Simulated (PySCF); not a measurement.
C2H6Cl2OSi.
Z-matrix (Å and degrees, PBE0-D3(BJ)/def2-SVP geometry), rows numbered from 1:
```
C 
O   1  1.4035
Si  2  1.6434  1  126.40
Cl  3  2.0744  2  109.79  1   -65.92
C   3  1.8699  2  107.18  1   177.41
Cl  5  1.7883  3  109.41  2   -70.42
H   1  1.0996  2  108.53  3  -172.06
H   1  1.1036  2  111.31  3    68.68
H   1  1.1047  2  111.92  3   -52.75
H   3  1.4855  2  112.01  1    53.24
H   5  1.0999  3  110.57  2    49.21
H   5  1.0995  3  111.33  2   169.68
```

Theory: PySCF, PBE0-D3(BJ)/def2-SVP geometry optimisation, gas phase.

Take the most abundant isotopes and a rigid rotor. The values belong to one conformer with, in the numbering `[CH3:1][O:2][Si@H:3]([Cl:4])[CH2:5][Cl:6]`, C1–O2–Si3–Cl4 -66°, O2–Si3–C5–Cl6 -70°.

**Question.** Give the principal moments of inertia and the rotational constants in GHz.

**Answer.** Ia = 205.19, Ib = 459.85, Ic = 634.12 u·Å²; 505379 MHz·u·Å²/I gives 2463, 1099 and 797.0 MHz, that is A = 2.4630, B = 1.0990, C = 0.7970 GHz.

**Question.** Classify the top.

**Answer.** An asymmetric top. Ray's parameter κ = (2B − A − C)/(A − C) = -0.637; −1 is the prolate and +1 the oblate limit.

**Question.** What does the inertial defect say?

**Answer.** Not planar: Δ = Ic − Ia − Ib = -30.91 u·Å². For a rigid frame Δ = −2 Σ m c², so Σ m c² = 15.46 u·Å² lies off the ab plane: 7.38 from hydrogen and 8.08 from heavier atoms. The atom farthest from that plane is 1.83 Å away.

**Question.** Give the other two planar moments, Paa and Pbb, and the rms extents of the mass along the axes.

**Answer.** Paa = Σ m a² = (Ib + Ic − Ia)/2 = 444.39 and Pbb = Σ m b² = (Ia + Ic − Ib)/2 = 189.73 u·Å². With the mass M = 143.96 u, the rms extents √(P/M) along a, b and c are 1.76, 1.15, 0.33 Å.

**Question.** Give the coordinates in the principal-axis frame, origin at the centre of mass.

**Answer.** The sense of each axis is arbitrary; atoms in the order of the calculation.
```
atom  mass (u)   a (Å)   b (Å)   c (Å)
  C1    12.000  -1.449  -2.392  -0.006
  O2    15.995  -0.496  -1.419  -0.345
 Si3    27.977  -0.319   0.058   0.354
 Cl4    34.969  -1.985   1.227  -0.043
  C5    12.000   1.156   0.878  -0.452
 Cl6    34.969   2.653   0.048   0.065
  H7     1.008  -1.216  -3.315  -0.556
  H8     1.008  -2.467  -2.069  -0.282
  H9     1.008  -1.437  -2.622   1.074
 H10     1.008  -0.187  -0.038   1.831
 H11     1.008   1.080   0.817  -1.548
 H12     1.008   1.229   1.937  -0.168
```

**Question.** List the rotational levels J(Ka,Kc) to J = 2 (MHz).

**Answer.** Above 0(0,0):
J = 1: 1(0,1) 1896, 1(1,1) 3260, 1(1,0) 3562
J = 2: 2(0,2) 5643, 2(1,2) 6750, 2(1,1) 7656, 2(2,1) 11748, 2(2,0) 11793
Those of J = 1 are B + C, A + C and A + B.

**Question.** Which types of transition are allowed, and where do some lines up to J = 2 fall?

**Answer.** The dipole components are |μa| = 0.87 D, |μb| = 0.46 D, |μc| = 0.15 D. Intensities carry the squares of the components, which stand as 1.00 : 0.28 : 0.03 (a : b : c). Some lines, for components of 0.1 D or more:

```csv
type,branch,"J(Ka,Kc)",MHz,lower level (cm⁻¹)
a,Q,"2(1,1) ← 2(1,2)",906,0.225
a,R,"1(0,1) ← 0(0,0)",1896,0.000
b,Q,"2(1,1) ← 2(0,2)",2013,0.188
b,R,"1(1,1) ← 0(0,0)",3260,0.000
c,R,"1(1,0) ← 0(0,0)",3562,0.000
a,R,"2(0,2) ← 1(0,1)",3747,0.063
a,R,"2(1,1) ← 1(1,0)",4094,0.119
b,Q,"2(2,0) ← 2(1,1)",4137,0.255
b,Q,"2(2,1) ← 2(1,2)",4998,0.225
c,R,"2(1,1) ← 1(0,1)",5760,0.063
c,R,"2(2,0) ← 1(1,0)",8231,0.119
c,R,"2(2,1) ← 1(1,1)",8488,0.109
```

Stationary, but not proved a minimum. No vibrational averaging or centrifugal distortion is included, and the geometry carries the error of its method. A rigid rotor knows nothing of internal rotation, which can split or shift real lines. Quadrupole hyperfine structure (35Cl) is left out.
